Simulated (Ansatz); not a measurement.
Two isomers of CH8Si2Te: A = `[SiH3]C([SiH3])[TeH]`, B = `C[Te][SiH2][SiH3]`.

Program: Ansatz. Geometries: PBE0-D4/def2-TZVP. ΔE: electronic, gas phase. CCSD(T)/CBS is the MP2 limit (def2-TZVPP, def2-QZVPP) plus CCSD(T) − MP2 in def2-TZVPP, frozen cores. Functionals use def2-TZVPP. B3LYP here is the variant with VWN-RPA as its local correlation; programs differ in this. def2 core potentials past Kr. For Te outer-core shells are correlated without core-valence functions, which leaves a few kJ/mol of doubt a bond. One conformer a species, not always the lowest.

(1) Which isomer does CCSD(T)/CBS put lower? Give the gap. (Estimate.)

(2) Give E(B) − E(A) in kcal/mol with CCSD(T)/def2-TZVPP, MP2/def2-TZVPP, HF/def2-TZVPP, PBE0-D4, ωB97M-V, B3LYP, B3LYP-D4. (Best estimate.)

Largest T1 diagnostic: 0.011.

Results:

(1) Computed: B, by 13.1 kcal/mol.

(2) Ansatz gave: CCSD(T)/def2-TZVPP -12.2, MP2/def2-TZVPP -11.3, HF/def2-TZVPP -14.3, PBE0-D4 -16.8, ωB97M-V -11.9, B3LYP -16.3, B3LYP-D4 -14.7. None reverses the order clearly.

In def2-TZVPP, CCSD(T) changes the Hartree–Fock value by +2.1 kcal/mol (the triples alone add +0.1 kcal/mol) and MP2 by +3.0 kcal/mol. From PBE to PBE0 (25 % exact exchange), in def2-TZVPP and without D4, E(B) − E(A) moves by +1.0 kcal/mol.
